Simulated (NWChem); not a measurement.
Molecule: C$_{3}$H$_{6}$Si; SMILES C#C[SiH2]C

```xyz
10

Si    -0.6088    -0.5311     0.0000
C      0.8674    -1.7053     0.0000
C     -0.0350     1.2203     0.0000
C      0.3697     2.3807     0.0000
H     -1.4624    -0.7499     1.2203
H     -1.4624    -0.7499    -1.2203
H      1.4956    -1.5422    -0.8981
H      1.4956    -1.5422     0.8981
H      0.5230    -2.7591     0.0000
H      0.7219     3.4042     0.0000
```
Atoms are numbered in this order, from 1.

Program: NWChem. Structure relaxed at the PBE-D3(BJ)/def2-SVP level. B3LYP is NWChem's, with the RPA form of VWN correlation.

For level B3LYP/def2-TZVP:

```yaml
highest occupied level (eV): -7.82
orbital gap (eV): 7.45
```

Q: Estimate the same quantities for level PBE/def2-TZVP.

A: The highest occupied level (eV) is -6.86 and the orbital gap (eV) is 5.78.
